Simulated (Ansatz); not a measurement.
Reaction (ligand exchange at the Sn–O bond): `[SiH3][SiH2][O][SnH3]` + CH₃SH → `C[S][SnH3]` + `O[SiH2][SiH3]`

Gas-phase electronic energies from Ansatz, PBE0-D4/def2-TZVP geometries. CBS: MP2 limit from def2 TZ/QZ plus the TZ coupled-cluster correction, frozen cores. This one scheme is used for every species. DFT in def2-TZVPP. def2 core potentials past Kr. For Sn outer-core shells are correlated without core-valence functions, which leaves a few kJ/mol of doubt a bond. Each species was taken in one conformer, which may not be the lowest.

```json
{"level": "PBE0-D4", "ΔE (kcal/mol)": "-6.4"}
{"level": "ωB97X-V", "ΔE (kcal/mol)": "-3.6"}
{"level": "HF/def2-QZVPP", "ΔE (kcal/mol)": "-1.2"}
{"level": "MP2/def2-QZVPP", "ΔE (kcal/mol)": "-4.7"}
```

Q: What does CCSD(T)/CBS give? (An estimate is asked.)

A: Computed: -4.1 kcal/mol. The listed levels differ from it by -2.3, 0.5, 2.9, -0.6 kcal/mol.

Largest T1 diagnostic among the species: 0.014.

In def2-TZVPP, CCSD(T) changes the Hartree–Fock value by −1.7 kcal/mol (the triples alone add −0.3 kcal/mol) and MP2 by −2.8 kcal/mol.
